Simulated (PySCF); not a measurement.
# Se¹⁸⁺: ionisation energy

Se¹⁸⁺ [Ne] 3s2 3p4 (3P) → Se¹⁹⁺ [Ne] 3s2 3p3 (4S), as a difference of total energies. Calculation: PySCF 2.14, in an even-tempered Gaussian basis (19 s from 1.4 bohr⁻², ratio 2.5; 12 p from 1.8 bohr⁻², ratio 2.5; 5 d from 10 bohr⁻², ratio 2.7; 4 f from 16 bohr⁻², ratio 2.7); the spin-free X2C one-electron Hamiltonian (Gaussian nucleus). Correlated levels: outer shells: 1s2 frozen; virtual orbitals above 40 to 60 times the deepest correlated orbital energy dropped. The calculations carry no spin-orbit coupling.

| method | ionisation energy (eV) |
| --- | --- |
| UHF | 737.37 |
| LDA | 739.70 |
| PBE | 739.77 |
| PBE0 | 739.64 |
| r2SCAN | 739.47 |
| B3LYP | 739.90 |
| BLYP | 739.80 |
| MP2 (outer shells) | 738.38 |
| SCS-MP2 (outer shells) | 738.40 |

Problem. How much does correlation contribute at MP2 (outer shells)?

Solution. 738.38 − (737.37) = 1.01 eV, measured against UHF.

Spin-orbit coupling is strong in these open shells (close to jj coupling). The scalar numbers leave it out and a first-order estimate fails, so it can dominate the gap to the real levels.

Breit and QED terms and the two-electron picture change are absent.

For comparison: 739.8 ± 1.1 eV (semi-empirical (NIST evaluation); NIST Atomic Spectra Database, ionization energies).
